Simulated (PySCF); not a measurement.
Task: Give a PBE0-D3(BJ)/def2-SVP geometry of `[SiH3][SiH2]C1CCC1`.

Result: 
```xyz
18
C4H12Si2 angstrom
Si     3.0015    0.2514   -0.0040
Si     0.9854    0.0683    1.1828
C     -0.3635   -0.6506    0.0779
C     -0.8110    0.2568   -1.1018
C     -2.2323    0.3293   -0.5056
C     -1.8104   -0.6089    0.6445
H      3.4558   -1.1025   -0.4541
H      4.0849    0.8612    0.8278
H      2.8039    1.1025   -1.2199
H      0.5620    1.4350    1.6348
H      1.1907   -0.7737    2.4055
H     -0.0536   -1.6580   -0.2433
H     -0.7489   -0.2276   -2.0874
H     -0.2922    1.2260   -1.1786
H     -3.0261   -0.0660   -1.1561
H     -2.5351    1.3354   -0.1811
H     -1.9137   -0.1796    1.6536
H     -2.3148   -1.5864    0.6483
```

Orientation and origin are arbitrary. Atoms count from 1 in this order. The 4-membered ring C3–C4–C5–C6 has internal angles of 89.6° to 90.4° (sum 360°, against 360° for a flat polygon); it is almost planar, 0.01 Å rms from its mean plane, widest ring torsion 2°. Si1 (SiH3 silicon) is tetrahedral (angles from 108.1° to 111.9°). Si2 (SiH2 silicon) is tetrahedral (angles from 107.7° to 111.2°).

Bonds between heavy atoms (Å): Si1–Si2 2.347, Si2–C3 1.886, C3–C4 1.554, C4–C5 1.543, C5–C6 1.543, C3–C6 1.554.

Level of theory: PBE0-D3(BJ)/def2-SVP geometry optimisation, gas phase (PySCF).

Point group: C1 (no symmetry element, even within 0.4 Å). Not checked by PBE0-D3(BJ)/def2-SVP frequencies. One conformer, not necessarily the lowest (Si1–Si2–C3–C4 -67°).
